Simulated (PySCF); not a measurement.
H₅OSi₂ (SMILES [SiH2]O[SiH3]), doublet, at a GFN2-xTB geometry, with bond 6-3 at 1.6 times its length. Base run: B3LYP/STO-3G in PySCF.

Geometry (Å):
```xyz
8

Si     1.5438    -0.4342     0.3950
O     -0.0371    -0.0992     0.2360
Si    -1.4357     0.4152    -0.3930
H      1.9074    -1.4040    -0.6284
H      2.2765     0.8237     0.3645
H     -1.1278     2.6148    -1.1302
H     -1.7668    -0.4744    -1.5049
H     -2.3909     0.3243     0.7070
```
Charge 0, spin multiplicity 2.
Orbitals are unrestricted.
All else is at PySCF's defaults.
Base energy -649.28064 Eh.

The base run was repeated with changes; each row names its change, and settings that it needs were set with it.

```csv
change,ΔE vs base (mEh),SCF cycles,<S^2>,outcome
base,0.000,16,0.829,converged
conv_tol = 1e-11,0.000,16,0.829,converged
diis_space = 12,0.000,15,0.829,converged
init_guess = sap,0.000,23,0.828,converged
level_shift = 0.5 (with mf.max_cycle = 100),0.000,39,0.829,converged
init_guess = atom,0.000,16,0.829,converged
level_shift = 0.1 (with mf.max_cycle = 100),0.000,17,0.829,converged
init_guess = vsap,0.000,23,0.829,converged
diis = off; damp = 0.6 (with mf.diis_start_cycle = 200; with mf.max_cycle = 150),0.000,116,0.828,converged
diis = off; damp = 0.3 (with mf.diis_start_cycle = 200; with mf.max_cycle = 150),-,150,-,not converged
diis_space = 4,0.000,15,0.829,converged
level_shift = 0.3 (with mf.max_cycle = 100),0.000,29,0.829,converged
diis = off (with mf.max_cycle = 100),-,100,-,not converged
```

Open shells are given as the SCF converged; they aren't shown to be the lowest states, and a large step between rows can be another state.
